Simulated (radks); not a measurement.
Q: Species: W. Configuration: [Xe] 4f14 5d5 6s1 (not the ground configuration). Method: Dirac Kohn-Sham, PBEsol, spin-unpolarised, spherical densities, finite nucleus; open shells fill j = l - 1/2 first; Fermi nuclear charge, rms radius 5.3658 fm; computed with a radial shooting solver on a logarithmic mesh with Libxc functionals. Some entries of the table are withheld. Estimate them.

orbital,occ.,eigenvalue (Ry),r(max) (bohr),<r^2> (bohr^2)
1s1/2,2,-5096.678,0.01146,0.0004634
2s1/2,2,-879.0000,0.06590,0.007067
2p1/2,2,-840.8295,(1),0.005044
2p3/2,4,-741.4664,(2),0.006244
3s1/2,2,-202.2739,0.1856,0.04617
3p1/2,2,-185.2188,0.1737,0.04235
3p3/2,4,-163.7363,0.1878,0.04894
3d3/2,4,-134.9179,(3),0.03793
3d5/2,6,-130.2442,(4),0.03974
4s1/2,2,-41.55863,0.4212,0.2285
4p1/2,2,-34.47940,0.4208,0.2355
4p3/2,4,-29.49394,0.4505,0.2711
4d3/2,4,-17.84428,0.4471,0.2956
4d5/2,6,-16.92553,0.4565,0.3090
5s1/2,2,-5.62508,0.9638,1.289
5p1/2,2,-3.53354,1.034,1.587
5p3/2,4,-2.81701,1.120,1.893
4f5/2,6,(5),0.4259,0.4584
4f7/2,8,(6),0.4309,0.4744
6s1/2,1,(7),2.720,12.33
5d3/2,4,-0.25974,1.496,5.717
5d5/2,1,-0.21176,1.552,6.476

A: 
(1) 2p1/2 r(max) (bohr): 0.04897
(2) 2p3/2 r(max) (bohr): 0.05581
(3) 3d3/2 r(max) (bohr): 0.1470
(4) 3d5/2 r(max) (bohr): 0.1509
(5) 4f5/2 eigenvalue (Ry): -2.34961
(6) 4f7/2 eigenvalue (Ry): -2.18517
(7) 6s1/2 eigenvalue (Ry): -0.37350
